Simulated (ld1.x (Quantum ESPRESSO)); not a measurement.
## Varying the PAW potential for boron (B)

Base potential:

| Quantity | Value |
| --- | --- |
| Element | B |
| Generator | ld1.x (Quantum ESPRESSO) 7.5 |
| Type | PAW |
| Functional | LDA (PZ) |
| Relativity | non-relativistic |
| Frozen core | [He] |
| Valence charge | 3 |
| Reference configuration | 2s2 2p1 |
| Partial waves | 2s (bound): rcut 1.10, rcutus 1.45 bohr; 2s channel at -0.1 Ry: rcut 1.10, rcutus 1.45 bohr; 2p (bound): rcut 2.35, rcutus 3.00 bohr; 2p channel at 0.05 Ry: rcut 2.35, rcutus 3.00 bohr; 3d channel at -0.05 Ry: rcut 2.05, rcutus 2.30 bohr |
| Local potential | all-electron potential smoothed inside 2.70 bohr (lloc = -2) |
| Core correction | Bessel-smoothed model core, default radius (core density twice the valence density) |
| Augmentation charge | BESSEL, radius 1.10 bohr |

Cutoffs, loose and tight: the cutoffs (Ry, on a coarse ladder) from which the occupation-weighted sum of valence levels, in a spherical-Bessel basis at the reference potential, stays within 10 and 1 mRy of its value at 400 Ry. They do not see the model core or the augmentation charge, which bear on the density cutoff. Test errors are all-electron minus pseudo excitation energies from the reference, over the configurations 2s2 2p0; 2s1 2p0; 2s2 2p0.5; 2s0 2p3; 2s1 2p1; 2s2 2p1.3; 2s1 2p2 (two spin-polarised tests are not counted in the largest error). A dash means not determined; rows that change the core or the reference have their own tests.

Cutoffs are not given where the Bessel-basis levels miss the radial ones by over 6 mRy, ghosts where they miss by over 20 mRy; a channel whose overlap is not positive is not tested.

A file whose overlap is not positive is unfit for use, and its test errors describe a broken file.

```csv
change,outcome,"cutoff, loose","cutoff, tight",bound ghosts,largest test error (meV)
base,"generated, overlap not positive",–,–,not determined (overlap not positive),test run stopped at test 1 of 9 (negative rho)
"all radii but the core radius scaled by about 0.77 (s 1.12, p 2.30, d 1.76 bohr, rcut 0.84/1.80/1.58); local potential all-electron potential smoothed inside 2.06 bohr (lloc = -2); augmentation BESSEL, radius 0.84 bohr",generated,25 Ry,35 Ry,none,-8.9
"all radii but the core radius scaled by about 0.82 (s 1.20, p 2.46, d 1.88 bohr, rcut 0.90/1.94/1.68); local potential all-electron potential smoothed inside 2.22 bohr (lloc = -2); augmentation BESSEL, radius 0.90 bohr",generated,18 Ry,30 Ry,none,test run stopped at test 1 of 9 (negative rho)
"all radii but the core radius scaled by about 0.94 (s 1.36, p 2.82, d 2.16 bohr, rcut 1.04/2.20/1.92); local potential all-electron potential smoothed inside 2.54 bohr (lloc = -2); augmentation BESSEL, radius 1.04 bohr","generated, overlap not positive",–,–,not determined (overlap not positive),test run stopped at test 1 of 9 (negative rho)
"all radii but the core radius scaled by about 1.07 (s 1.54, p 3.20, d 2.46 bohr, rcut 1.18/2.52/2.20); local potential all-electron potential smoothed inside 2.88 bohr (lloc = -2); augmentation BESSEL, radius 1.18 bohr",generated,6 Ry,8 Ry,none,test run stopped at test 1 of 9 (negative rho)
"all radii but the core radius scaled by about 1.15 (s 1.66, p 3.44, d 2.64 bohr, rcut 1.26/2.70/2.36); local potential all-electron potential smoothed inside 3.10 bohr (lloc = -2); augmentation BESSEL, radius 1.26 bohr",generated,6 Ry,8 Ry,none,test run stopped at test 1 of 9 (negative rho)
"all radii but the core radius scaled by about 1.21 (s 1.76, p 3.64, d 2.78 bohr, rcut 1.34/2.86/2.48); local potential all-electron potential smoothed inside 3.28 bohr (lloc = -2); augmentation BESSEL, radius 1.34 bohr",generated,6 Ry,10 Ry,none,+33
"all radii but the core radius scaled by about 1.29 (s 1.86, p 3.86, d 2.96 bohr, rcut 1.42/3.02/2.64); local potential all-electron potential smoothed inside 3.48 bohr (lloc = -2); augmentation BESSEL, radius 1.42 bohr",generated,6 Ry,10 Ry,none,+30
"all radii but the core radius scaled by about 1.39 (s 2.02, p 4.16, d 3.20 bohr, rcut 1.52/3.26/2.84); local potential all-electron potential smoothed inside 3.74 bohr (lloc = -2); augmentation BESSEL, radius 1.52 bohr",generated,6 Ry,10 Ry,none,+31
```

Reading the sweep of the scale of all radii but the core radius (base = 1) (base included, trends over the rows without a ghost): The loose cutoff falls from 25 Ry at 0.77 to 6 Ry at 1.39. A larger radius leaves more room for a smooth pseudo-wave, so fewer plane waves are needed; a smaller one forces it to follow the all-electron wave where it bends sharply. The median size of the test errors (rows with all tests solved) rises from 0.8 meV at 0.77 to 3.7 meV at 1.39. More of the atom is replaced by a form fitted at one configuration, so other configurations suffer as the radius grows.
